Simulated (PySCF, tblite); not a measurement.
C₃H₁₃NSi₂.
Cartesian coordinates in Å at the GFN2-xTB level; atoms count from 1:
```xyz
19
C3H13NSi2 angstrom
C     -1.3423    0.5308    0.9996
C     -1.3248    0.4244   -0.5222
C     -1.6022   -1.0149   -0.9443
Si     0.3387    1.0397   -1.2453
Si     2.1283   -0.2947   -0.6622
N      2.0901   -0.5189    1.0528
H     -1.1673    1.5563    1.3201
H     -2.3056    0.2118    1.3982
H     -0.5705   -0.1033    1.4313
H     -2.1350    1.0508   -0.9128
H     -0.8348   -1.6802   -0.5520
H     -1.6155   -1.1069   -2.0286
H     -2.5670   -1.3500   -0.5635
H      0.4812    2.4461   -0.8245
H      0.1685    1.0892   -2.7067
H      2.0987   -1.6742   -1.1643
H      3.4018    0.2744   -1.1505
H      2.0009    0.2906    1.6464
H      2.7470   -1.1617    1.4665
```

Computed with PBE0/pcSseg-1 in PySCF (dipole) on a GFN2-xTB geometry, gas phase.

Masses are those of the commonest isotopes; rigid-rotor values at the optimised geometry. The values belong to one conformer with, in the numbering `[CH3:1][CH:2]([CH3:3])[SiH2:4][SiH2:5][NH2:6]`, C1–C2–Si4–Si5 66°, C2–Si4–Si5–N6 -51°, Si4–Si5–N6–H -50° and 173°.

(1) Give the principal moments of inertia and the rotational constants in MHz.

(2) What kind of rotor is it?

(3) What does the inertial defect say?

(4) Give the other two planar moments, Paa and Pbb, and the rms extents of the mass along the axes.

(5) Where do the levels up to J = 2 lie, in MHz?

(6) Predict some low-J microwave lines.

(7) Estimate the classical rotational partition function at 10 K, 100 K and 200 K.

## Answers

(1) Ia = 176.24, Ib = 364.10, Ic = 411.06 u·Å²; 505379 MHz·u·Å²/I gives A = 2868, B = 1388, C = 1229 MHz.

(2) An asymmetric top. Ray's parameter κ = (2B − A − C)/(A − C) = -0.806; −1 is the prolate and +1 the oblate limit.

(3) Not planar: Δ = Ic − Ia − Ib = -129.27 u·Å². For a rigid frame Δ = −2 Σ m c², so Σ m c² = 64.64 u·Å² lies off the ab plane: 22.38 from hydrogen and 42.25 from heavier atoms. The atom farthest from that plane is 2.01 Å away.

(4) Paa = Σ m a² = (Ib + Ic − Ia)/2 = 299.46 and Pbb = Σ m b² = (Ia + Ic − Ib)/2 = 111.60 u·Å². With the mass M = 119.06 u, the rms extents √(P/M) along a, b and c are 1.59, 0.97, 0.74 Å.

(5) Above 0(0,0):
J = 1: 1(0,1) 2617, 1(1,1) 4097, 1(1,0) 4256
J = 2: 2(0,2) 7840, 2(1,2) 9173, 2(1,1) 9649, 2(2,1) 14088, 2(2,0) 14100

(6) The dipole components are |μa| = 0.41 D, |μb| = 1.04 D, |μc| = 0.44 D. Intensities carry the squares of the components, which stand as 0.16 : 1.00 : 0.18 (a : b : c). Some lines, for components of 0.1 D or more:

```csv
type,branch,"J(Ka,Kc)",MHz,lower level (cm⁻¹)
a,Q,"2(1,1) ← 2(1,2)",476,0.306
c,Q,"2(1,2) ← 2(0,2)",1333,0.262
c,Q,"1(1,1) ← 1(0,1)",1480,0.087
a,R,"1(0,1) ← 0(0,0)",2617,0.000
b,R,"2(0,2) ← 1(1,1)",3743,0.137
c,Q,"2(2,1) ← 2(1,1)",4439,0.322
b,Q,"2(2,1) ← 2(1,2)",4915,0.306
a,R,"2(0,2) ← 1(0,1)",5223,0.087
b,R,"2(1,2) ← 1(0,1)",6556,0.087
c,R,"2(1,1) ← 1(0,1)",7032,0.087
b,R,"2(2,1) ← 1(1,0)",9832,0.142
b,R,"2(2,0) ← 1(1,1)",10003,0.137
```

(7) Point group C1, symmetry number σ = 1; q = (√π/σ)·√((kT/h)³/(ABC)), k/h = 20836.6 MHz/K: 2410 at 10 K, 76200 at 100 K, 216000 at 200 K.

Its GFN2-xTB frequencies are all real (lowest 30 cm⁻¹). No vibrational averaging or centrifugal distortion is included, and the geometry carries the error of its method. A rigid rotor knows nothing of inversion at nitrogen or internal rotation, which can split or shift real lines. Quadrupole hyperfine structure (14N) is left out.
